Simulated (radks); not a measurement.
Q: All-electron atom: neutral niobium in [Kr] 4d4 5s1. Method: scalar-relativistic Kohn-Sham, SCAN, spin-unpolarised, spherical densities, finite nucleus; meta-GGA in the generalised Kohn-Sham scheme; Fermi nuclear charge, rms radius 4.324 fm; computed with a radial shooting solver on a logarithmic mesh with Libxc functionals. Some entries of the table are withheld. Estimate them.

orbital  occ.  eigenvalue (hartree)  r(max) (bohr)  <1/r> (bohr^-1)
1s          2             -692.7508        0.02349              (1)
2s          2             -97.38014         0.1330            9.543
2p          6                   (2)         0.1065              (3)
3s          2             -16.45195         0.3950            3.262
3p          6             -12.96982         0.3892            3.095
3d         10              -7.30932         0.3354            2.854
4s          2              -2.21740          1.035            1.164
4p          6              -1.31188          1.124            1.026
5s          1              -0.14682          3.116              (4)
4d          4              -0.10940          1.481           0.6295

A: 
(1) 1s <1/r> (bohr^-1): 42.39
(2) 2p eigenvalue (hartree): -86.84032
(3) 2p <1/r> (bohr^-1): 9.272
(4) 5s <1/r> (bohr^-1): 0.3405
